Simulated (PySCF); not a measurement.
**From computed data to an observable: chemical shift, span and skew from a shielding tensor**

C₄H₈BF, SMILES CB(C)/C=C\F. Atoms are numbered in the order given.

```xyz
14

C     -2.1094    -1.2234     0.0504
B     -0.8453    -0.2835     0.1074
C     -0.9597     1.1408     0.7749
C      0.4938    -0.7857    -0.5193
C      1.6706    -0.1457    -0.5418
F      1.8643     1.0636    -0.0095
H     -2.7954    -0.8009    -0.7117
H     -1.9119    -2.2698    -0.2300
H     -2.6825    -1.2021     0.9936
H     -0.3449     1.1507     1.6953
H     -1.9880     1.4167     1.0557
H     -0.5305     1.9353     0.1424
H      0.5318    -1.7721    -0.9971
H      2.5979    -0.5286    -0.9848
```

Coordinates come from a B3LYP-D3(BJ)/def2-SVP optimisation. The structure was generated by enumeration; whether it is a known compound was not checked. Other conformers were not sampled.

GIAO shieldings from PySCF with PBE/pcSseg-1, non-relativistic, no solvent. The symmetric part of the tensor of F6 has the principal values 66.5, 154.4, 393.1 ppm. The same nucleus in CFCl3 has σ = 133.6 ppm at this level (PySCF, at its B3LYP-D3(BJ)/def2-TZVP geometry).

Task: Work out the isotropic shielding, the ¹⁹F shift against CFCl3, the span and the skew.

Result: 
σ(iso) = (σ11 + σ22 + σ33)/3 = 204.7 ppm. δ = σ(ref) − σ(iso) = 133.6 − (204.7) = -71.1 ppm.
Span Ω = σ33 − σ11 = 326.6 ppm. Skew κ = 3(σ(iso) − σ22)/Ω = 0.46. Tumbling in solution averages the tensor to δ; in a static solid the shielding alone would spread this spin-1/2 line over Ω.
